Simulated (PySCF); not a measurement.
A PySCF script (with the pyscf-properties extension) for the NMR shieldings of SMILES O=C1C=C(C(F)F)C[SiH2]1, C5H6F2OSi, on a GFN2-xTB geometry:

```python
import basis_set_exchange as bse
import numpy as np
from pyscf import gto, dft
from pyscf.prop import nmr

atoms = """
O     2.887780    0.813078   -0.921730
C     1.845425    0.344223   -0.524857
C     0.556227    1.058302   -0.547277
C    -0.497591    0.387453   -0.078135
C    -1.887022    0.961352   -0.025815
F    -1.931201    2.254631   -0.416186
F    -2.372245    0.929456    1.244256
C    -0.337168   -1.009639    0.434611
Si    1.526106   -1.398869    0.242966
H     0.503070    2.067727   -0.925243
H    -2.596182    0.396569   -0.656954
H    -0.985701   -1.680867   -0.131439
H    -0.691150   -1.054243    1.465961
H     1.775084   -2.480116   -0.705980
H     2.200156   -1.581068    1.523910
"""
names = dict.fromkeys(["O", "C", "F", "Si", "H"], "pcSseg-1")
basis = {el: gto.basis.parse(bse.get_basis(n, elements=[el], fmt="nwchem")) for el, n in names.items()}
mol = gto.M(atom=atoms, basis=basis, charge=0, verbose=0)
mf = dft.RKS(mol, xc="PBE0")
mf.grids.level = 2
mf.grids.alignment = dft.numint.BLKSIZE   # the property module wants whole blocks of grid points
mf.conv_tol = 1e-9
mf.kernel()

calc = nmr.RKS(mf)   # GIAO
C = mf.mo_coeff
Co = C[:, mf.mo_occ > 0]
resp = mf.gen_response(singlet=True, hermi=2)
def vind(x):   # induced exchange potential for any number of trial vectors
    d = np.einsum("pi,xij,qj->xpq", C, 2 * x.reshape(-1, C.shape[1], Co.shape[1]), Co, optimize=True)
    return np.einsum("xpq,pi,qj->xij", resp(d - d.transpose(0, 2, 1)), C, Co, optimize=True).ravel()
mo1, _ = nmr.rhf.solve_mo1(calc, with_cphf=vind)
sigma = calc.kernel(mo1)
for i, s in enumerate(sigma):   # ppm
    print("%2d %-2s %9.2f" % (i, mol.atom_pure_symbol(i), np.trace(s) / 3))
```

Q: Give the expected output.

A: 
```
 0 O    -515.67
 1 C     -49.05
 2 C      40.36
 3 C      11.53
 4 C      65.67
 5 F     318.55
 6 F     315.17
 7 C     175.69
 8 Si    422.92
 9 H      24.93
10 H      25.09
11 H      30.03
12 H      29.56
13 H      27.54
14 H      27.52
```

These numbers come from an equivalent density-fitted implementation of the same equations, which agrees with the script to about 0.01 ppm for H and up to a few tenths of a ppm for heavy atoms, so last digits may differ.

Q: Turn these shieldings into chemical shifts. Shifts are taken against calculated references (same method and geometry level): H2O for $^{17}$O (σ = 336.08 ppm); $^{13}$C (σ = 186.93 ppm), $^{29}$Si (σ = 349.16 ppm), $^{1}$H (σ = 31.72 ppm) against TMS; $^{19}$F (σ = 170.95 ppm) against CFCl3.

A: Averaging equivalent atoms: O 0: 851.7; C 1: 236.0; C 3: 175.4; C 2: 146.6; C 4: 121.3; C 7: 11.2; F 5/6: -145.9; Si 8: -73.8; H 9: 6.79; H 10: 6.63; H 13/14: 4.19; H 11/12: 1.92 ppm. Unscaled 19F shifts against computed CFCl3 carry errors that often reach 10 to 50 ppm. Unscaled 17O shifts of doubly bonded oxygen tend to come out too high, by tens of ppm or more. Experimental scales use liquid or dissolved standards, which lie at an offset from isolated H2O (liquid H2O: subtract about 36 ppm).

Size and cost of the density-fitted run: 190 basis functions, 36 s wall time on 1 thread of an Arm Neoverse V1, shared host; peak memory 0.84 GiB.
